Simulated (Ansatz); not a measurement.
Complex (SMILES): F (HF) with FCl (F-Cl), atoms 1 to 2 the first; geometry from B3LYP-D3(BJ)/def2-TZVP, monomers rigid:
```xyz
4

F      0.3477     0.0277    -0.4961
H     -0.5669     0.0474    -0.3400
F     -2.4822     0.0933    -0.3591
Cl    -3.1336     0.1260    -1.8747
```

How fast the counterpoise-corrected interaction energy converges with the basis for several methods (Ansatz, a quantum-chemistry and plane-wave program): deviation from each method's own reference, in kcal/mol. References: B3LYP -1.86 kcal/mol, the value in aug-pcseg-3; CCSD(T) -2.37 kcal/mol, Hartree-Fock in aug-cc-pV(Q+d)Z plus the correlation part extrapolated as X^-3 from aug-cc-pV(T+d)Z and aug-cc-pV(Q+d)Z; HF -1.59 kcal/mol, the value in aug-pcseg-3; MP2 -2.23 kcal/mol, Hartree-Fock in aug-cc-pV(Q+d)Z plus the correlation part extrapolated as X^-3 from aug-cc-pV(T+d)Z and aug-cc-pV(Q+d)Z; PBE -1.96 kcal/mol, the value in aug-pcseg-3. All functions are spherical. In correlated methods cores are frozen. No added dispersion term, no relativity. 

```csv
basis,functions,B3LYP,CCSD(T),HF,MP2,PBE
def2-SV(P),48,-0.78,0.25,-0.83,-0.06,-0.68
cc-pV(D+d)Z,56,-0.40,0.53,-0.47,0.36,-0.32
aug-cc-pV(D+d)Z,87,0.04,0.41,0.01,0.36,0.02
def2-TZVP,105,0.00,0.67,0.05,0.53,0.03
pcseg-2,108,0.01,0.37,0.03,0.29,0.00
"6-311++G(3df,3pd)",143,0.04,0.30,0.06,0.25,0.04
aug-pcseg-2,165,0.03,0.18,0.03,0.18,0.02
def2-QZVPPD,244,0.00,0.15,0.02,0.13,0.00
```

Mean absolute deviation over def2-TZVP, pcseg-2, 6-311++G(3df,3pd), aug-pcseg-2: B3LYP 0.02, PBE 0.02, HF 0.04, MP2 0.31, CCSD(T) 0.38 kcal/mol.
